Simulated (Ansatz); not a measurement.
Mulliken charges of C3H4Se, SMILES `C1=C[Se]C1` from ωB97M-V/def2-TZVPP in Ansatz (PBE0-D4/def2-TZVP geometry).

| atom | x (Å) | y (Å) | z (Å) | charge (e) |
| --- | --- | --- | --- | --- |
| C1 | -0.416 | 0.585 | -0.033 | -0.143 |
| C2 | 0.768 | 0.821 | 0.530 | -0.167 |
| Se3 | 1.489 | -0.939 | 0.375 | 0.050 |
| C4 | -0.347 | -0.867 | -0.384 | -0.258 |
| H5 | -1.245 | 1.263 | -0.206 | 0.120 |
| H6 | 1.224 | 1.704 | 0.955 | 0.119 |
| H7 | -1.030 | -1.522 | 0.157 | 0.140 |
| H8 | -0.350 | -1.102 | -1.449 | 0.140 |

Question: By hand: the dipole of these point charges (1 e Å = 4.8032 D).

Answer: Σ q r = (-0.102, -0.057, -0.058) e Å, of length 0.130 e Å = 0.62 D.

Question: How does the dipole of the full density compare? (An estimate is asked.)

Answer: Computed: (-0.250, 0.116, -0.076) e Å, 1.37 D; the point charges give 0.45 times that, at 51° from its direction.

Point charges leave out the atoms' own dipoles, such as those of lone pairs, and Mulliken's split depends on the basis, so the two needn't agree.
